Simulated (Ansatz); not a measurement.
```yaml
crystal:
  periodic: [false, false, false]
  atoms:
    - {symbol: F, position_ang: [2.434192, -0.735158, 0.679539]}
    - {symbol: Al, position_ang: [0.947829, -0.782329, 0.625386]}
    - {symbol: F, position_ang: [0.031319, -1.905173, 1.831544]}
    - {symbol: F, position_ang: [-0.041783, 0.869792, 0.879208]}
    - {symbol: Al, position_ang: [-0.766641, 0.819100, -0.738086]}
    - {symbol: F, position_ang: [-2.351309, 0.701604, -0.574241]}
    - {symbol: F, position_ang: [-0.024961, 1.853697, -1.825434]}
    - {symbol: F, position_ang: [-0.017846, -0.809111, -0.765804]}
basis:
  gaussian: {orbitals: 6-31G}
hamiltonian: {xc: {name: wB97}}
```

```sh
$ ansatz run in.yaml --threads 4 --pin off --events-out ev --progress --plain --max-ram 11315MiB
```

Output, abridged:

```
Functional definition: wB97
932 factors; their error is unknown
385 factors; integrals over basis functions are off by at most 4.2e-6 eV
mean field evaluation 1: about -29490.1721 eV, gradient 7.0e1 eV
mean field evaluation 2: about -29490.5770 eV, gradient 7.6e1 eV
mean field evaluation 4: about -29498.5057 eV, gradient 2.9e0 eV
mean field evaluation 8: about -29498.5182 eV, gradient 1.5e-1 eV
mean field evaluation 16: about -29498.4503 eV, gradient 3.8e-5 eV
mean field -29498.45028196 eV, -1084.0480530941 hartree, gradient 3.8e-5 eV, S^2 0.000000; 0 other end points of the search recorded, 0 dependent functions left out
reference -29498.45026522 eV, -1084.0480524793 hartree; 40, 40 occupied and 40, 40 virtual orbitals, 932 factors
Total energy: -29498.45026522 eV, -1084.0480524793 hartree
```

It took 2 s on 4 threads of an Arm Neoverse V2 on a shared host, with 0.52 GiB of host memory at the peak.
